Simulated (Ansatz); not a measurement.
AlCl2H3O4Si. Total charge 0; spin multiplicity 1. The bonds changed during the relaxation, so this is another structure than the one it started from.

Z-matrix (Å, degrees):
```
Si
O 1 1.724
O 1 1.614 2 105.6
Al 1 2.573 2 49.1 3 -119.4
O 1 1.618 2 113.0 3 117.4
O 1 1.599 2 91.4 3 -122.5
H 2 0.960 1 124.4 3 -22.1
H 3 0.958 1 118.1 2 142.1
Cl 4 2.095 1 119.1 2 84.1
Cl 4 2.094 1 122.2 2 -83.1
H 5 0.959 1 117.4 2 80.0
```

(1) List the harmonic frequencies (cm⁻¹, unscaled) at PBE0-D4/def2-TZVP in Ansatz. (An estimate is asked.)

(2) Is this a minimum?

(3) Give the ideal-gas thermochemistry at 298.15 K and 1 bar (rigid rotor, harmonic oscillator; point group C1, symmetry number 1).

(4) And at 400, 500, 600, 800 and 1000 K?

Answers

(1) The calculation gave: 50, 86, 123, 170, 178, 186, 247, 257, 304, 330, 360, 371, 407, 448, 543, 598, 743, 757, 810, 841, 879, 916, 1014, 1089, 3896, 3914, 3931.

(2) Yes, all 27 modes are real.

(3) Zero-point energy 140.2 kJ/mol; H(298) − E = 171.1 kJ/mol; entropy 432.5 J/(mol·K), of which translation 174.5, rotation 128.1, vibration 129.9; G(298) − E = 42.1 kJ/mol. Modes under 100 cm⁻¹ are hindered rotations or soft bends, so the harmonic entropy is rough.

(4) 
```tsv
T (K)	H − E (kJ/mol)	S (J/mol/K)	G − E (kJ/mol)
400	188.7	483.3	-4.6
500	207.8	525.8	-55.1
600	228.0	562.7	-109.6
800	270.5	623.7	-228.5
1000	314.8	673.1	-358.3
```
